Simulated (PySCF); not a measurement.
Sn(OH)(SH) (H2OSSn), SMILES [SH][Sn][OH] (connectivity only; charge and spin as stated), neutral, multiplicity 1.

Geometry: PBE0-D3(BJ)/def2-TZVP. The def2 effective core potentials stand for the cores of Sn; spin–orbit coupling is left out. Other conformers were not sampled.

Method: TDA-B3LYP/def2-SVPD (PySCF).

Vertical excitations. Isolated molecule, no solvent. State labels are in the subgroup Cs.

Computed excitation energies, oscillator strengths and character:
```csv
state,symmetry,energy (eV),λ (nm),f,main pairs
S1,A",4.00,310,0.036,HOMO→LUMO 96 %
S2,A',4.29,289,0.028,HOMO−1→LUMO 89 %
S3,A",5.14,241,0.012,HOMO−2→LUMO 95 %
S4,A",5.48,226,0.009,HOMO−1→LUMO+1 96 %
S5,A',5.72,217,0.000,HOMO−3→LUMO 75 %
S6,A',5.90,210,0.142,"HOMO→LUMO+1 55 %, HOMO→LUMO+2 22 %, HOMO−3→LUMO 11 %"
S7,A",5.99,207,0.042,HOMO−1→LUMO+2 87 %
S8,A',6.10,203,0.035,"HOMO→LUMO+3 49 %, HOMO→LUMO+2 42 %"
S9,A",6.17,201,0.000,HOMO−1→LUMO+3 85 %
S10,A',6.72,185,0.929,"HOMO→LUMO+3 37 %, HOMO→LUMO+1 19 %, HOMO→LUMO+2 18 %, HOMO−2→LUMO+1 9 %"
T1,A",3.02,410,0,HOMO→LUMO 98 %
T2,A',3.46,359,0,HOMO−1→LUMO 99 %
T3,A',4.74,261,0,"HOMO→LUMO+1 55 %, HOMO−3→LUMO 42 %"
T4,A',4.76,260,0,"HOMO−3→LUMO 57 %, HOMO→LUMO+1 40 %"
```
Triplets are in the Tamm–Dancoff approximation.
